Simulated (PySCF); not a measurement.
Computed Raman spectrum (relative Raman activity) of a molecule C2H5Cl2FSi. Geometry: ωB97X-D3(BJ)/def2-SVP. One conformer was computed; it need not be the lowest. Computed with ωB97X-D3(BJ)/def2-SVP in PySCF. Frequencies are harmonic and unscaled.

| ν (cm⁻¹) | relative intensity |
|---|---|
| 318 | 5.9 |
| 551 | 2.6 |
| 677 | 10 |
| 740 | 2.9 |
| 765 | 12 |
| 815 | 6.6 |
| 859 | 8.1 |
| 874 | 4.6 |
| 943 | 12 |
| 978 | 11 |
| 1074 | 2.5 |
| 1224 | 4.7 |
| 1274 | 5.6 |
| 1337 | 6.0 |
| 1438 | 7.7 |
| 2284 | 100 |
| 2312 | 90 |
| 3096 | 87 |
| 3160 | 72 |
| 3179 | 40 |

**Question.** Which structure fits?
A. F[C@@H](Cl)C[SiH2]Cl
B. F[SiH2]CC(Cl)Cl
C. C[Si](Cl)(Cl)CF
D. F[C@H](CCl)[SiH2]Cl

**Answer.** B, F[SiH2]CC(Cl)Cl
